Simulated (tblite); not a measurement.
Input of a run (GFN2-xTB geometry optimisation, gas phase (tblite 0.8.0)), started from a force field or distance geometry:
```
{"job": {"kind": "relax", "xc": "GFN2-xTB", "basis": "xTB"}, "charge": 0, "multiplicity": 2}
C     -2.592000     1.957300    -1.944700
C     -1.772800     1.318400    -1.378300
C     -0.767000     0.540700    -0.679700
C     -0.067100    -0.440100    -1.371200
C      0.899300    -1.201300    -0.684400
C      1.181600    -0.967200     0.651400
N      2.113000    -1.753500     1.317000
C      0.456000     0.025100     1.324300
F      0.685600     0.248700     2.623700
C     -0.523000     0.777700     0.671000
H     -3.342400     2.531800    -2.455300
H     -0.261300    -0.652700    -2.411300
H      2.345500    -1.524500     2.288200
H      2.704400    -2.399600     0.804800
H     -1.064200     1.547200     1.222600
```

Output (eV, eV/Å):
```
step      E/eV     max force
  0    -738.69155    3.082
  1    -738.65280    6.790
  2    -738.86541    1.342
  3    -738.88513    0.958
  4    -738.89924    0.299
  5    -738.90368    0.182
  6    -738.90615    0.111
  7    -738.90675    0.080
  8    -738.90731    0.080
  9    -738.90830    0.132
 10    -738.90974    0.169
 11    -738.91124    0.156
 12    -738.91272    0.124
 13    -738.91421    0.097
 14    -738.91560    0.133
 15    -738.91679    0.114
 16    -738.91738    0.052
 17    -738.91766    0.045
 18    -738.91785    0.043
 19    -738.91803    0.035
 20    -738.91817    0.032
 21    -738.91829    0.035
 22    -738.91840    0.032
 23    -738.91851    0.024
 24    -738.91857    0.016
 25    -738.91861    0.015
 26    -738.91865    0.017
 27    -738.91868    0.018
 28    -738.91872    0.015
 29    -738.91874    0.013
 30    -738.91876    0.014
 31    -738.91879    0.015
 32    -738.91882    0.012
 33    -738.91884    0.010
```

Q: Summarise the run.

A: The energy falls by 5.2 kcal/mol over 33 L-BFGS steps, the largest force on an atom goes from 3.08 to 0.010 eV/Å, and the atoms move by 0.049 Å rms after alignment. The bond that changes most is C4–C5 (ends: carbon bonded to 2 C and H; carbon bonded to 2 C), which shortens by 0.057 Å. Bonds longer at the end by more than 0.005 Å: 4 of 15; shorter: 9. Among the angles that change most is C4–C5–C6, from 121.2° to 126.3°. Among the dihedrals that turn most is C8–C6–N7–H14, from -173° to -162°. The energy rose by more than 1e-5 eV at step 1.

Q: What are the final bond lengths?

A: C1≡C2 1.202 Å, C2–C3 1.410 Å, C3–C4 1.411 Å, C4–C5 1.351 Å, C5–C6 1.379 Å, C6–N7 1.371 Å, C6–C8 1.408 Å, C8–F9 1.361 Å, C8–C10 1.376 Å, C3–C10 1.393 Å, C1–H11 1.049 Å, C4–H12 1.079 Å, N7–H13 1.007 Å, N7–H14 1.005 Å, C10–H15 1.079 Å. Numbering counts from 1 in the input's order; the species is `c1(c[c]c(c(F)c1)N)C#C` [radical].

Its GFN2-xTB frequencies are all real (lowest 89 cm⁻¹).

The numbers are calculated, not measured.
